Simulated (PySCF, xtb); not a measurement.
phosphoric acid (H₃O₄P), SMILES OP(=O)(O)O.

GFN2-xTB run with xtb at its own geometry gives an orbital gap of 11.02 eV and a dipole moment of 0.45 D.

Geometry optimised at B3LYP-D3(BJ)/def2-SVP. Other conformers were not sampled.

Question: What does r2SCAN/def2-TZVP (PySCF) give? (Estimate from the structure and the level; the computed values follow.)

Answer: gap 7.50 eV (levels -7.54 and -0.04 eV), dipole 0.30 D.
